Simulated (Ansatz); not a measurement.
Si₆W⁺, 7 atoms. Hardware: 4 threads of Arm Neoverse V2 on a shared host.

In the def2 sets W takes a core potential; there is no spin–orbit coupling. Correlated methods freeze 30 core orbitals; core or outer-core shells of W are correlated, in sets that lack core-valence functions.

Question: How many basis functions does each of these Ansatz runs have, and roughly what does it cost? r2SCAN0-D4/def2-TZVP, charge 1 doublet, energy, from earlier orbitals; PBE-D4/def2-SVP, charge 1 doublet, energy, from earlier orbitals; PBE-D4/def2-SVP, charge 1 doublet, relaxation, 11 steps; r2SCAN-D4/def2-TZVP, charge 1 doublet, energy, from earlier orbitals; PBE0-D4/def2-TZVP, charge 1 doublet, energy, from earlier orbitals; HF/def2-TZVP, charge 1 doublet, energy, from earlier orbitals; PBE0-D4/def2-SVP, charge 1 doublet, energy, from earlier orbitals; revPBE-D4/def2-TZVP, charge 1 doublet, energy, from earlier orbitals; PBE-D4/def2-SVP, charge 1 doublet, energy with a search over starts; MP2/def2-TZVP, charge 1 doublet, energy, from earlier orbitals; PBE-D4/def2-TZVP, charge 1 doublet, energy and forces, from earlier orbitals; CCSD(T)/def2-SVP, charge 1 doublet, energy, from earlier orbitals.

Answer: Other jobs shared the machine, so times can vary by a factor of up to 3. A dash marks memory too small to be measured apart from the calling script's.

```
                                                                         run  functions  fitting or Cholesky vectors  wall time  peak host memory (GiB)
            PBE-D4/def2-SVP, charge 1 doublet, energy, from earlier orbitals        140                         1483      4.7 s                       –
           PBE0-D4/def2-SVP, charge 1 doublet, energy, from earlier orbitals        140                         1313      7.5 s                       –
        revPBE-D4/def2-TZVP, charge 1 doublet, energy, from earlier orbitals        262                         1836        9 s                    0.57
PBE-D4/def2-TZVP, charge 1 doublet, energy and forces, from earlier orbitals        262                         1836       11 s                    0.58
              MP2/def2-TZVP, charge 1 doublet, energy, from earlier orbitals        262                         1692       18 s                     1.1
         PBE-D4/def2-SVP, charge 1 doublet, energy with a search over starts        140                         1483       19 s                       –
          PBE0-D4/def2-TZVP, charge 1 doublet, energy, from earlier orbitals        262                         2008       27 s                     1.3
        r2SCAN-D4/def2-TZVP, charge 1 doublet, energy, from earlier orbitals        262                         1836       33 s                    0.69
                     PBE-D4/def2-SVP, charge 1 doublet, relaxation, 11 steps        140                         1483       43 s                       –
           CCSD(T)/def2-SVP, charge 1 doublet, energy, from earlier orbitals        140                         1313       69 s                     1.8
               HF/def2-TZVP, charge 1 doublet, energy, from earlier orbitals        262                         2357       82 s                     1.3
       r2SCAN0-D4/def2-TZVP, charge 1 doublet, energy, from earlier orbitals        262                         2008      2 min                     1.5
```
